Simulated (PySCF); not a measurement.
C3H6GeO, SMILES [CH3][Ge@H]1[CH]=C[O]1. Coordinates come from a B3LYP-D3(BJ)/def2-SVP optimisation. The structure was generated by enumeration; whether it is a known compound was not checked.

These are B3LYP-D3(BJ)/def2-SVP run with PySCF values and carry that method's errors.

Harmonic wavenumbers (cm⁻¹): 109, 138, 168, 393, 468, 535, 606, 615, 683, 695, 775, 852, 863, 962, 1025, 1147, 1254, 1284, 1429, 1431, 1572, 2119, 3041, 3137, 3137, 3157, 3265. Rotational constants (GHz): 7.153, 2.825, 2.584; symmetry number 1.

Work out the zero-point energy and the ideal-gas rigid-rotor harmonic-oscillator thermochemistry at 298.15 K and 1 atm.

ZPE = ½ Σ hcν = ½ × 34861 cm⁻¹ = 49.84 kcal/mol. H − E(el) = 54.50 kcal/mol. Entropy in cal/(mol K): translation 40.52, rotation 26.22, vibration 13.30, total 80.04. G − E(el) = 30.64 kcal/mol. Cp = 24.80 cal/(mol K). Modes under 150 cm⁻¹ make the vibrational entropy uncertain.
